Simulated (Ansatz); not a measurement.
The cluster MoO₂⁺, relaxed as a doublet with UKS PBE0-D4/def2-TZVP in Ansatz, starting from the GFN1-xTB geometry. Force threshold 0.02 eV/Å.

In the def2 sets Mo takes a core potential; there is no spin–orbit coupling. The structure comes from a short search, and lower isomers may exist.

Start:

Cartesian coordinates in Å:
```
Mo 0.4945 0.1756 0.0618
O -0.0383 -0.1769 -1.4487
O -0.4563 0.0013 1.3869
```

Problem. Estimate the energy that the relaxation releases and the steps that it takes.

Solution. 8.0 kcal/mol, in 5 steps; 15 s on 4 threads of Arm Neoverse V1 on a shared host. No frequencies were taken in this run, so the end may be a saddle point.

Problem. Does the start keep its bonding and symmetry?

Solution. By distances, no bond broke or formed. The bond that changes most is Mo1–O2, from 1.64 to 1.64 Å (atoms count from 1). Point group C2v at the start, C2v at the end, both within 0.05 Å.

Problem. Predict the relaxed structure.

Solution. 
```xyz
3

Mo    0.620    0.220    0.078
O    -0.120   -0.191   -1.331
O    -0.501   -0.029    1.253
```
Bond lengths: 2 × Mo–O 1.64 Å.
